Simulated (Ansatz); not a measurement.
Reactions of CH₄AlFSi, SMILES `F[SiH]1[CH2][AlH]1`.

Computed with Ansatz on PBE0-D4/def2-TZVP structures; ΔE is electronic, products minus reactants. CBS: MP2 limit from def2 TZ/QZ plus the TZ coupled-cluster correction, frozen cores. This one scheme is used for every species, atoms too. DFT in def2-TZVPP. No spin–orbit coupling; open shells (•) take unrestricted orbitals. Spin–orbit coupling would lower the free atoms: a little for Al, C, F, Si. Bonds to Se are less sure, by a few kJ/mol each and by 10 to 20 or more in all where they break to atoms, as the def2 sets lack core-valence functions. Scalar relativity is left out up to krypton. Each species was taken in one conformer, which may not be the lowest.

| reaction | CCSD(T)/CBS(def2) (kJ/mol) |
| --- | --- |
| `F[SiH]1[CH2][AlH]1` + HCl → `Cl[SiH]1[CH2][AlH]1` + H–F | 29 |
| `F[SiH]1[CH2][AlH]1` + SiH₄ → `[SiH3][SiH]1[CH2][AlH]1` + H–F | ? |
| `F[SiH]1[CH2][AlH]1` + `[SiH3][SiH3]` → `[SiH3][SiH2][SiH]1[CH2][AlH]1` + H–F | 102 |
| `F[SiH]1[CH2][AlH]1` + H₂ → `[CH2]1[AlH][SiH2]1` + H–F | 106 |
| `F[SiH]1[CH2][AlH]1` + H₂O → `O[SiH]1[CH2][AlH]1` + H–F | 46 |
| `F[SiH]1[CH2][AlH]1` + H₂Se → `[SeH][SiH]1[CH2][AlH]1` + H–F | 53 |
| `F[SiH]1[CH2][AlH]1` → Al• + C• + F• + 4 H• + Si• | ? |

(1) Fill in the missing values. (Best estimate.)

Largest T1 diagnostic: 0.018, for Al•.

## Answers

(1) The calculation gave: `F[SiH]1[CH2][AlH]1` + SiH₄ → `[SiH3][SiH]1[CH2][AlH]1` + H–F: +109.8 kJ/mol; `F[SiH]1[CH2][AlH]1` → Al• + C• + F• + 4 H• + Si•: +2638.5 kJ/mol.
